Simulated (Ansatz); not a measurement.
Job for Ansatz (a first-principles code): R-CCSD(T)/def2-TZVPPD on HCl (SMILES Cl) with ghost functions, monomers drawn apart or pushed together. Files ending in .json are basis or fitting sets from the Basis Set Exchange.

Ansatz 0.2 input:
```yaml
crystal:
  periodic: [false, false, false]
  atoms:
    - {symbol: Cl, position_ang: [0.27389745, -0.68935308, -0.39335070]}
    - {symbol: H, position_ang: [0.13762359, -0.22667304, 0.81354992]}
basis:
  gaussian:
    orbitals: def2-TZVPPD.json
    ghost_atoms:
      - {symbol: Se, position_ang: [-0.06189447, 0.67222598, 3.55332634]}
      - {symbol: H, position_ang: [1.37389686, 0.41700251, 3.74547354]}
      - {symbol: H, position_ang: [-0.39795688, -0.69263558, 3.98666644]}
magnetization: {spin_polarized: false}
correlation: {method: ccsd_t, electrons: outside_noble_gas}
scf: {lower_state_search: off}
```

The head of its log:

```
WARN ansatz: RAYON_NUM_THREADS=1 ignored (pool sized by the plan → 1); use --threads N
Functional definition: HF
these checks for a lower state are left out or cut short: stability, starts, cluster_reference, orbital_swaps, neighbouring_geometries, increment
integrals: 0.40 GiB planned
882 factors; integrals over basis functions are off by at most 1.1e-3 eV
mean field: 0.29 GiB planned
mean field evaluation 1: about -12519.5232 eV, gradient 1.1e1 eV
mean field evaluation 2: about -12519.5233 eV, gradient 1.1e1 eV
mean field evaluation 4: about -12519.9314 eV, gradient 1.2e0 eV
mean field evaluation 8: about -12519.9409 eV, gradient 2.5e-5 eV
mean field -12519.94089465 eV, -460.0993415577 hartree, gradient 1.5e-6 eV, S^2 0.000000; 0 other end points of the search recorded, 0 dependent functions left out
5 core orbitals not correlated
reference -12519.94089465 eV, -460.0993415577 hartree; 4, 4 occupied and 150, 150 virtual orbitals, 882 factors
```

Task: Predict the final total energy.

Result: -460.3337 hartree (reference determinant -460.0993, T1 diagnostic 0.006).
